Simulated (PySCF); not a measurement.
# Where the electron goes

Species: Sn(OtBu)H3, C4H12OSn.
Geometry (PBE0-D3(BJ)/def2-SVP, Å), atoms numbered from 1 in this order:
```
atom  x, y, z in Å
Sn1    1.3065   -0.0472   -2.2175
O2     1.1294   -0.0171   -0.2331
C3    -0.0740    0.0090    0.5095
C4    -0.9329   -1.2142    0.1916
C5     0.3598   -0.0236    1.9730
C6    -0.8532    1.2921    0.2234
H7    -1.8358   -1.2469    0.8204
H8    -1.2639   -1.2060   -0.8603
H9    -0.3576   -2.1366    0.3614
H10    0.9370   -0.9387    2.1710
H11   -0.5059    0.0040    2.6522
H12    1.0072    0.8389    2.1884
H13   -1.1854    1.3299   -0.8271
H14   -0.2170    2.1700    0.4117
H15   -1.7500    1.3693    0.8571
H16    3.0038   -0.0511   -2.3953
H17    0.5865    1.3553   -2.8946
H18    0.5892   -1.4703   -2.8540
```

Method used: TDDFT wB97X-D/def2-SVPD, vertical, gas phase, core orbitals frozen in the response, def2 core potentials past Kr in PySCF. Spin–orbit coupling is left out.

Kohn–Sham orbitals with the atoms that hold most of them (Löwdin shares over 4%, at most four atoms; ? is withheld):

```json
{"orbital": "HOMO-3", "ε (eV)": "-11.23", "atoms": "Sn1 32%, H17 22%, H18 18%, C6 5%"}
{"orbital": "HOMO-2", "ε (eV)": "-11.17", "atoms": "Sn1 37%, H16 35%, H18 9%, O2 5%"}
{"orbital": "HOMO-1", "ε (eV)": "-9.70", "atoms": "?"}
{"orbital": "HOMO", "ε (eV)": "-9.29", "atoms": "?"}
{"orbital": "LUMO", "ε (eV)": "1.21", "atoms": "Sn1 49%, O2 12%, H18 11%, H17 11%"}
{"orbital": "LUMO+1", "ε (eV)": "1.53", "atoms": "Sn1 48%, H16 11%, H17 9%, H18 9%"}
{"orbital": "LUMO+2", "ε (eV)": "2.35", "atoms": "Sn1 49%, H17 13%, H18 13%, H8 4%"}
```

Question: Give the leading atoms of the HOMO-1.

Answer: O2 (bonded to C and Sn) 49%; C3 (bonded to 3 C and O) 12%; C5 (bonded to C and 3 H) 11%; Sn1 (bonded to O and 3 H) 8%. By element: oxygen 49%, carbon 23% or more, tin 8%.

Question: Give the leading atoms of the HOMO.

Answer: O2 (bonded to C and Sn) 58%; C3 (bonded to 3 C and O) 10%; C6 (bonded to C and 3 H) 8%; C4 (bonded to C and 3 H) 7%. By element: oxygen 58%, carbon 25% or more.

Question: The HOMO–LUMO gap is 10.51 eV. Where does the response calculation put the lowest singlet, and from which orbitals?

Answer: S1 is at 5.99 eV (f = 0.011), 4.52 eV below the gap, made of HOMO→LUMO (72%), HOMO→LUMO+1 (14%). 

Question: One configuration dominates each of S1, S3 and S5. Which, and how do the shares of the two leading atoms of either orbital change from the occupied to the empty one?

Answer: 
- S1 (5.99 eV, f 0.011), HOMO→LUMO (72%): O2 58% → 12%, C3 10% → at most 12%, Sn1 at most 8% → 49%
- S3 (6.91 eV, f 0.0084), HOMO→LUMO+1 (82%): O2 58% → at most 10%, C3 10% → at most 10%, Sn1 at most 8% → 48%, H16 at most 8% → 11%
- S5 (7.42 eV, f 0.0082), HOMO-1→LUMO+1 (76%): O2 49% → at most 10%, C3 12% → at most 10%, Sn1 8% → 48%, H16 at most 9% → 11%

Hardware: AMD EPYC, one thread, shared host with 64 logical CPUs at a one-minute load of 58. Cost: 2.1 min wall (with the writing of density and orbital grids), 1.1 GiB resident at most.
